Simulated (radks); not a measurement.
Ionisation of neutral manganese, [Ar] 3d5 4s2, to [Ar] 3d5 4s1 as the strength of local exchange is varied. Method: scalar-relativistic Kohn-Sham, Slater X-alpha exchange (alpha = 2/3 is LDA exchange), no correlation, spin-polarised, spherical densities, finite nucleus; open shells are filled with parallel spins first; Fermi nuclear charge, rms radius 3.7057 fm; computed with a radial shooting solver on a logarithmic mesh with Libxc functionals.

[
 {"alpha": "0.659", "E(Mn) (hartree)": "-1153.72682", "exchange (hartree)": "-47.28737", "IE (eV)": "6.030", "-e of the level emptied (eV)": "3.489 (4s)", "<r> of it (bohr)": "3.450"},
 {"alpha": "0.667", "E(Mn) (hartree)": "-1154.30136", "exchange (hartree)": "-47.88586", "IE (eV)": "6.062", "-e of the level emptied (eV)": "3.525 (4s)", "<r> of it (bohr)": "3.444"},
 {"alpha": "0.75", "E(Mn) (hartree)": "-1160.27944", "exchange (hartree)": "-54.12898", "IE (eV)": "6.402", "-e of the level emptied (eV)": "3.916 (4s)", "<r> of it (bohr)": "3.383"},
 {"alpha": "0.882", "E(Mn) (hartree)": "-1169.85141", "exchange (hartree)": "-64.18436", "IE (eV)": "6.981", "-e of the level emptied (eV)": "4.583 (4s)", "<r> of it (bohr)": "3.286"},
 {"alpha": "0.922", "E(Mn) (hartree)": "-1172.76762", "exchange (hartree)": "-67.26195", "IE (eV)": "7.166", "-e of the level emptied (eV)": "4.796 (4s)", "<r> of it (bohr)": "3.257"},
 {"alpha": "1.01", "E(Mn) (hartree)": "-1179.20870", "exchange (hartree)": "-74.08231", "IE (eV)": "7.585", "-e of the level emptied (eV)": "5.282 (4s)", "<r> of it (bohr)": "3.193"}
]

NIST Atomic Spectra Database: 7.434 eV (measured). The Delta-SCF value meets it near alpha = 0.98. Open shells are spherical and high-spin; term and fine-structure splittings are not resolved.
